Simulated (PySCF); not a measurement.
## Be²⁺ (beryllium, charge +2) across methods

1s2, closed-shell 1S. All numbers are calculated (PySCF 2.14, the non-relativistic Hamiltonian (point nucleus), in aug-cc-pCVQZ (9s8p6d4f2g, 109 functions)).

```tsv
method	E (hartree)	mean ε 1s (eV)	Σ⟨r²⟩ (bohr²)	⟨S²⟩
M06-2X	-13.6592	-143.38	0.4703	0.000
PBE0	-13.6286	-137.94	0.4711	0.000
TPSSh	-13.6620	-135.96	0.4676	0.000
r2SCAN	-13.6575	-134.52	0.4683	0.000
UHF	-13.61125	-154.21	0.4637	0.000
LDA	-13.4446	-130.79	0.4809	0.000
LC-wPBE	-13.6281	-138.30	0.4748	0.000
```

**Question.** Estimate the same row for PBE.

**Answer.** E (hartree) = -13.6195; mean ε 1s (eV) = -132.26; Σ⟨r²⟩ (bohr²) = 0.4742; ⟨S²⟩ = 0.000.
